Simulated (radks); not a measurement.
Values are calculated unless marked as measured or tabulated.
Problem. These are the eigenvalues of the occupied orbitals of an atom or ion with whole-number occupations (Ry). Level of theory: scalar-relativistic Kohn-Sham, r2SCAN, spin-polarised, spherical densities, finite nucleus; meta-GGA in the generalised Kohn-Sham scheme; Fermi nuclear charge, rms radius of each element as measured or else 0.836 A^(1/3) + 0.57 fm (a radial shooting solver on a logarithmic mesh with Libxc functionals).

orbital  eigenvalue
1s up     -4668.178
1s down   -4668.136
2s up     -808.7871
2s down   -808.7732
2p up     -713.1139
2p down   -713.0853
3s up     -195.7354
3s down   -195.4836
3p up     -166.8856
3p down   -166.6274
3d up     -132.1649
3d down   -131.9595
4s up     -51.20178
4s down   -50.70425
4p up     -41.59553
4p down   -41.10761
4d up     -29.00085
4d down   -28.50256
5s up     -17.01148
4f up     -14.98519
4f down   -14.45425
5p up     -14.15419
5p down   -13.52890

Which element is it, and in what charge state? The configuration may be excited. Open shells, if any, are filled with parallel spins first.

Solution. Z = 71, lutetium, charge +10: Lu10+ in [Kr] 4d10 4f10 5s1 5p4. The list shows which subshells hold electrons but not how many an open one holds; the 1s level, -2334.1 hartree, gives Z - s = 68.3 by -(Z - s)^2/2, which with screening and relativity narrows Z to a few neighbours, and the depths of the outer levels then fix element, charge and occupations together.
